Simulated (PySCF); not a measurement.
## How the method moves the HOMO and LUMO of `BN[SiH2]N`

Species: BH7N2Si.
Structure used (PBE0-D3(BJ)/def2-SVP), in Å, numbered top down from 1:
```xyz
11
BH7N2Si angstrom
B      2.0433    0.1412   -0.4860
N      0.8763    0.2348    0.2834
Si    -0.6479   -0.6072    0.0284
N     -1.9384    0.5332    0.0470
H      3.0207    0.7858   -0.1752
H      2.0570   -0.5828   -1.4566
H      0.8991    0.8662    1.0807
H     -0.9549   -1.5446    1.1504
H     -0.4423   -1.3716   -1.2362
H     -2.8241    0.2953    0.4761
H     -2.0523    1.2228   -0.6866
```

Basis pcSseg-2 throughout (PySCF), one geometry. One conformer (not necessarily the lowest) at the PBE0-D3(BJ)/def2-SVP geometry, without solvent, vibrations or thermal averaging.

Problem. How do the orbital energies, the gap and the dipole change with the method?

Solution. 
```
   method                    kind  HOMO (eV)  LUMO (eV)  gap (eV)  μ (D)  SCF cycles
     BLYP                     GGA      -6.19      -0.94      5.25   2.48          15
     OPBE                     GGA      -6.26      -0.90      5.36   2.52          15
    B97-D                     GGA      -6.30      -0.89      5.40   2.45          15
      PBE                     GGA      -6.32      -1.07      5.25   2.52          15
      KT3                     GGA      -6.38      -1.00      5.38   2.40          14
      KT2                     GGA      -6.39      -1.06      5.34   2.41          15
     BP86                     GGA      -6.42      -1.11      5.31   2.50          15
      LDA                     LDA      -6.46      -1.31      5.15   2.57          15
    B97-2           global hybrid      -7.43      -0.10      7.32   2.37          14
    B3LYP           global hybrid      -7.47      -0.35      7.12   2.38          14
     PBE0           global hybrid      -7.70      -0.11      7.59   2.39          14
 mPW1PW91           global hybrid      -7.73      -0.12      7.61   2.38          14
BHandHLYP           global hybrid      -9.01       0.79      9.80   2.25          12
CAM-B3LYP  range-separated hybrid      -9.13       0.88     10.01   2.34          12
  wB97X-D  range-separated hybrid      -9.61       1.68     11.29   2.36          13
  LC-wPBE  range-separated hybrid     -10.54       2.03     12.56   2.34          12
       HF            Hartree–Fock     -11.10       2.61     13.70   2.10          10
```

The HOMO spans 4.90 eV, from BLYP down to HF, and the gap runs from 5.15 eV (LDA) to 13.70 eV (HF). Over the methods BLYP (0 %), OPBE (0 %), B97-D (0 %), PBE (0 %), KT3 (0 %), KT2 (0 %), BP86 (0 %), LDA (0 %), B97-2 (21 %), B3LYP (20 %), PBE0 (25 %), mPW1PW91 (25 %), BHandHLYP (50 %), HF (100 %), a straight line through the gap against the share of exact exchange rises by 0.85 eV for each 10 % (correlation coefficient 0.999). The dipole ranges from 2.10 D (HF) to 2.57 D (LDA). This basis has no diffuse functions.

The vertical ΔSCF ionisation energy at CAM-B3LYP/def2-SVPD is 10.06 eV; −ε(HOMO) comes closest to it with wB97X-D (9.61 eV).
